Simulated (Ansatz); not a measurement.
`F[Si](Cl)(Cl)[O][GeH3]` + H₂ → `Cl[SiH](Cl)[O][GeH3]` + H–F at 600 K and 1 bar (hydrogenolysis of the Si–F bond).

Program: Ansatz. Geometries: PBE0-D4/def2-TZVP. ΔE: electronic, gas phase. CBS: MP2 limit from def2 TZ/QZ plus the TZ coupled-cluster correction, frozen cores. This one scheme is used for every species. For Ge outer-core shells are correlated without core-valence functions, which leaves a few kJ/mol of doubt a bond. Scalar relativity is left out up to krypton. Each species was taken in one conformer, which may not be the lowest.

| species | CCSD(T)/CBS energy (Eh) | H − E (kJ/mol) | S (J/(mol·K)) |
| --- | --- | --- | --- |
| `F[Si](Cl)(Cl)[O][GeH3]` | -3461.76595 | 164.0 | 526.9 |
| H₂ | -1.17544 | 43.9 | 150.8 |
| `Cl[SiH](Cl)[O][GeH3]` | -3362.49847 | 173.3 | 500.5 |
| H–F | -100.39570 | 42.3 | 194.0 |

H − E and S are ideal-gas, rigid-rotor, harmonic terms from PBE0-D4/def2-TZVP, for one conformer and one mirror image of each species. The MP2-based limit puts H₂ 0.8 mEh under its directly extrapolated value; such offsets cancel only in part. 1 Eh = 2625.50 kJ/mol, R = 8.31446 J/(mol·K).

Task: By hand: ΔE, ΔH, ΔS and ΔG.

Result: ΔE = (-3362.49847) + (-100.39570) − (-3461.76595) − (-1.17544) = 0.04722 Eh = 124.0 kJ/mol. Δ(H − E) = 173.3 + 42.3 − 164.0 − 43.9 = 7.7, so ΔH = 131.7 kJ/mol. ΔS = 500.5 + 194.0 − 526.9 − 150.8 = 16.8 J/(mol·K). ΔG = 131.7 − 600 × (16.8)/1000 = 121.6 kJ/mol.

Task: By hand: the equilibrium constant, and the temperature at which ΔG would vanish if ΔH and ΔS stayed fixed.

Result: log₁₀ K = −ΔG/(RT ln 10) = -10.6. ΔG = 0 at ΔH/ΔS = 7839 K, far beyond where these terms or the molecules hold.

ΔH outweighs TΔS. A doubt of 5 kJ/mol in ΔE shifts log₁₀ K by 0.4 here. Other conformers and mirror images would add mixing entropy, several J/(mol·K) or more a flexible species. Modes under 60 cm⁻¹, often nearly free rotors, make the harmonic entropy too high. These are equilibria of isolated gas molecules and say nothing of rates. Largest T1 diagnostic: 0.011 (customary marks: 0.02 for closed shells, 0.045 for open ones).
